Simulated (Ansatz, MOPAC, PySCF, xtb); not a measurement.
Pair of molecules: SiH4 (SMILES [SiH4]) (first 5 atoms) with HBr (SMILES Br); geometry from B3LYP-D3(BJ)/def2-TZVP, rigid monomers moved along the line of their centres of mass till H3···H7 is 1.89 Å.
(charge 0, multiplicity 1):
```xyz
7

Si     0.216    -0.237     0.011
H      0.804    -1.544     0.376
H     -0.993    -0.005     0.841
H     -0.181    -0.239    -1.415
H      1.188     0.847     0.268
Br    -0.038    -0.048     3.975
H     -0.700     0.011     2.712
```

Monomers are frozen at their geometry in the pair; levels with a basis set take the counterpoise correction.

The state that PM6 reach isn't checked.

Codes used: Ansatz (a program for electronic structure) with Gaussian orbitals; MOPAC for PM6 (differences of heats of formation); PySCF for the dispersion terms; xtb for the GFN methods. Values without a source in brackets are computed.

Q: One of these levels gives 2.9 kJ/mol for the interaction energy. Which one is it?
A) GFN-FF
B) B3LYP/def2-TZVPPD
C) PBE-D3(BJ)/def2-TZVPPD
D) PM6

A: B, B3LYP/def2-TZVPPD. The others give 1.0 (GFN-FF), -3.3 (PM6), -5.9 (PBE-D3(BJ)/def2-TZVPPD)
